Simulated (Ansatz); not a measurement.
The cluster LiAl₃⁺. The state is a doublet with charge 1. Geometry r2SCAN-D4/def2-TZVP, that of the neutral singlet.

```xyz
4

Al   -1.171    0.716    0.778
Al    0.249   -1.352    0.754
Al   -0.590   -0.378   -1.405
Li    1.512    1.014   -0.127
```

At r2SCAN-D4/def2-TZVP the charge 1 doublet is spin-contaminated (final ⟨S²⟩ up to 0.83, 0.75 for a pure state). The structure comes from a short search, and lower isomers may exist.

(1) Estimate the α-spin orbital energies around the gap (eV) in Ansatz with PBE-D4/def2-TZVP, r2SCAN-D4/def2-TZVP, PBE0-D4/def2-TZVP.

Answers

(1) 
| orbital | PBE-D4/def2-TZVP | r2SCAN-D4/def2-TZVP | PBE0-D4/def2-TZVP |
| --- | --- | --- | --- |
| HOMO−5 | -56.24 | -57.87 | -60.32 |
| HOMO−4 | -15.50 | -15.89 | -17.06 |
| HOMO−3 | -11.57 | -11.73 | -12.46 |
| HOMO−2 | -11.56 | -11.72 | -12.45 |
| HOMO−1 | -9.40 | -9.50 | -10.11 |
| HOMO | -8.71 | -8.96 | -9.44 |
| LUMO | -7.84 | -7.77 | -7.21 |
| LUMO+1 | -7.84 | -7.76 | -7.21 |
| LUMO+2 | -6.54 | -6.41 | -5.90 |
| LUMO+3 | -6.53 | -6.39 | -5.88 |
| LUMO+4 | -5.32 | -4.58 | -4.74 |
| LUMO+5 | -4.05 | -3.79 | -3.19 |
| β HOMO | -9.32 | -9.47 | -10.05 |
| β LUMO | -7.88 | -7.53 | -7.12 |
